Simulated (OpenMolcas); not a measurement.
## Ag⁷⁺: the spin-orbit constant, worked from levels

* Program: OpenMolcas 26.06
* Basis: ANO-R2 [7s5p4d2f1g]
* Scalar Hamiltonian: X2C, finite nucleus
* Active space: 4 electrons in 5 orbitals (4d)
* State averaging: 2S+1 = 5 even, 5 roots; 2S+1 = 3 even, 45 roots; 2S+1 = 1 even, 50 roots
* Spin-orbit coupling: RASSI with atomic mean-field integrals over the reference wave functions, term energies averaged over their components

Methods: CASSCF; MS-CASPT2, IPEA 0.25 Eh, imaginary shift 0.1 Eh (closed shells correlated: 4s 4p). Measured levels: Atoms 5, 11 (2017), spectra Ag VII to Ag IX.

**The spin-orbit constant.** For the Hund term ⁵D of d4, E(J) = (A/2) J(J+1) + constant and ζ = 2S·A = 4A. From J = 0 to J = 4 the energy changes by 10 A.

```
   Source  E(4) - E(0)      A     ζ
   CASSCF       7057.0  705.7  2823
MS-CASPT2       7173.7  717.4  2869
 measured       7443.0  744.3  2977
```

All in cm-1. MS-CASPT2 is off by -3.6 % and CASSCF by -5.2 %. Both methods take the spin-orbit matrix elements from the reference wave functions, so the second can move ζ only through the term energies and any multistate remixing. Second-order mixing with other terms is absorbed into this ζ.

CASPT2 does not keep the components of a term degenerate, so their means are used; among the terms shown or strongly mixed into the levels shown the widest spread is 15 cm-1 (4d⁴ ⁵D, MS-CASPT2). Without dynamic correlation excited terms often stand tens of per cent too high (terms of higher spin than the ground term too low), and those without a measured partner can miss by more than the paired ones (holds for CASSCF). Measured partners are found by configuration, term and J. A level has none where our copy of the source lacks it or the pairing is in doubt (some pairs that miss far off the trend of their configuration count as doubtful), and it then counts in no deviation. Levels of configurations outside the active space are missing.
